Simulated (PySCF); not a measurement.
C5H12O3Si.
Geometry (GFN2-xTB, Å), atoms numbered from 1 in this order:
```xyz
21
C5H12O3Si angstrom
C      3.8570    0.7063   -0.5396
O      3.3152    0.2457    0.6711
Si     2.0218   -0.6681    0.9811
C      0.4957   -0.0004    0.0163
O      0.5677    0.6083   -1.0297
O     -0.6518   -0.2634    0.6377
C     -1.8803    0.2124    0.0510
C     -2.4201   -0.8272   -0.9250
C     -2.8448    0.4842    1.1959
H      3.0690    1.0403   -1.2150
H      4.4301   -0.0883   -1.0219
H      4.5209    1.5404   -0.3097
H      2.1796   -2.0681    0.5716
H      1.8726   -0.4534    2.4088
H     -1.6509    1.1394   -0.4910
H     -1.7014   -0.9977   -1.7230
H     -2.6021   -1.7663   -0.4072
H     -3.3505   -0.4741   -1.3612
H     -3.7803    0.8757    0.8067
H     -2.4161    1.2081    1.8842
H     -3.0404   -0.4369    1.7394
```

ESP-fitted charges (e) from the PBE0/pcSseg-1 density (PySCF), one withheld:

```json
{"atom": "C1", "bonded to": "O2 H10 H11 H12", "charge": "-0.1515"}
{"atom": "O2", "bonded to": "C1 Si3", "charge": "-0.3635"}
{"atom": "Si3", "bonded to": "O2 C4 H13 H14", "charge": "+0.5113"}
{"atom": "C4", "bonded to": "Si3 O5 O6", "charge": "+0.5671"}
{"atom": "O5", "bonded to": "C4", "charge": "-0.5062"}
{"atom": "O6", "bonded to": "C4 C7", "charge": "-0.5231"}
{"atom": "C7", "bonded to": "O6 C8 C9 H15", "charge": "+0.6691"}
{"atom": "C8", "bonded to": "C7 H16 H17 H18", "charge": "?"}
{"atom": "C9", "bonded to": "C7 H19 H20 H21", "charge": "-0.6208"}
{"atom": "H10", "bonded to": "C1", "charge": "+0.0953"}
{"atom": "H11", "bonded to": "C1", "charge": "+0.1038"}
{"atom": "H12", "bonded to": "C1", "charge": "+0.1110"}
{"atom": "H13", "bonded to": "Si3", "charge": "-0.1076"}
{"atom": "H14", "bonded to": "Si3", "charge": "-0.1127"}
{"atom": "H15", "bonded to": "C7", "charge": "-0.0045"}
{"atom": "H16", "bonded to": "C8", "charge": "+0.1663"}
{"atom": "H17", "bonded to": "C8", "charge": "+0.1750"}
{"atom": "H18", "bonded to": "C8", "charge": "+0.1622"}
{"atom": "H19", "bonded to": "C9", "charge": "+0.1524"}
{"atom": "H20", "bonded to": "C9", "charge": "+0.1559"}
{"atom": "H21", "bonded to": "C9", "charge": "+0.1719"}
```

(1) What is the charge on C8?

(2) Add each hydrogen's charge to the atom that carries it.

(3) Across which bond do the charges differ most?

(4) Take the bonds between elements whose Pauling electronegativities differ by more than 0.25. In how many does the more electronegative atom carry the lower charge?

(5) How much positive and how much negative charge does this set hold in all?

## Answers

(1) The charges add up to the total charge, 0. The others sum to +0.6514, which leaves -0.6514 e for C8 (methyl carbon).

(2) C1 +0.1586, Si3 +0.2910, C7 +0.6646, C8 -0.1479, C9 -0.1406. Atoms without hydrogen keep their charges.

(3) C7–C8: +0.6691 on C7 against -0.6514 on C8, a difference of 1.3205 e.

(4) In 16 of 18; it doesn't in Si3–C4 and C7–H15.

(5) +3.0413 e on 12 atoms and -3.0413 e on 9.

The ESP scheme fits charges at the nuclei, held to the total charge, to the electrostatic potential on points at 1.4 to 2.0 times the van der Waals radii. The structure is a single GFN2-xTB conformer in the gas phase; no vibrational or solvent corrections.
